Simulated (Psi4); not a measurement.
Cl2Mg, triplet, at a GFN2-xTB geometry (such geometries of metal compounds can be far from the true shape) (a higher spin typed on purpose: for a closed-shell molecule this is an excited state).

Input for Psi4:
```
memory 2 GB

molecule mol {
0 3
  Mg    0.000000    0.000000    0.000000
  Cl    0.000000    0.000000    2.375158
  Cl   -0.000000   -0.000000   -2.375158
}

set basis 6-31g**
set reference uhf

energy('scf')
print_variables()
```

Question: Give the dipole moment at the level HF/6-31G** (Psi4).

Answer: 0.00 D

Question: Estimate the <S^2> that HF/6-31G** returns for this input.

Answer: 2.031

Question: Give the total energy at the level HF/6-31G**.

Answer: -1118.5082 Eh

Question: What number of basis functions does HF/6-31G** give?

Answer: 57

Question: What nuclear repulsion energy does HF/6-31G** give?

Answer: 123.0951 Eh

These values belong to the state on which the SCF converged, which isn't shown to be the lowest.
